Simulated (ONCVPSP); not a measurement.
## Ta, ONCV: configuration errors across variants

```
Element                 : tantalum
Generator               : ONCVPSP 4.0.1
Type                    : optimised norm-conserving Vanderbilt (ONCV)
Functional              : PBEsol
Relativity              : scalar-relativistic
Frozen core             : [Kr] 4d10 4f14
Valence charge          : 13
Reference configuration : 5s2 5p6 5d3 6s2
Partial waves           : 5s+6s: rc 1.50 bohr, ncon 3, nbas 6, qcut 7.5 1/bohr, 2 projectors; 5p: rc 2.00 bohr, ncon 4, nbas 8, qcut 6.3 1/bohr, 2 projectors, debl 2.4 Ha; 5d: rc 2.10 bohr, ncon 5, nbas 8, qcut 3.9 1/bohr, 2 projectors, debl 2.2 Ha
Local potential         : polynomial inside 1.15 bohr (lpopt 5, dvloc0 0 Ha)
Core correction         : none
```

All-electron excitation energies from the reference (eV): (1) 5s2 5p6 5d3 6s1 8.505; (2) 5s2 5p6 5d3 6s0 23.483; (3) 5s2 5p6 5d2 6s0 47.094; (4) 5s2 5p6 5d3.5 6s1.5 0.989.

1 further variants failed, have other tests or too few solved ones, and are left out.

A true bound ghost makes a file unfit for plane-wave use even where its test errors are small: the radial tests pick states by their node count and pass the ghost by.

Errors AE − PS in meV (a dash: test not solved or not reliable):

```csv
change,(1),(2),(3),(4),bound ghosts,GHOST(+) flags above zero
base,-2.3,-0.5,-7.6,-2.3,d,s
d: qcut 2.9,-2.2,-0.3,-8.6,-1.9,none,"s, d"
"local potential polynomial inside 1.15 bohr (lpopt 5, dvloc0 -0.5 Ha)",-2.3,-0.6,-8.0,-2.2,d,s
```

(1) Give the same row for: d: nbas 9.

Answers

(1) -2.1, +0.1, -8.6, -1.7; bound ghosts: none; GHOST(+) flags above zero: s, d.
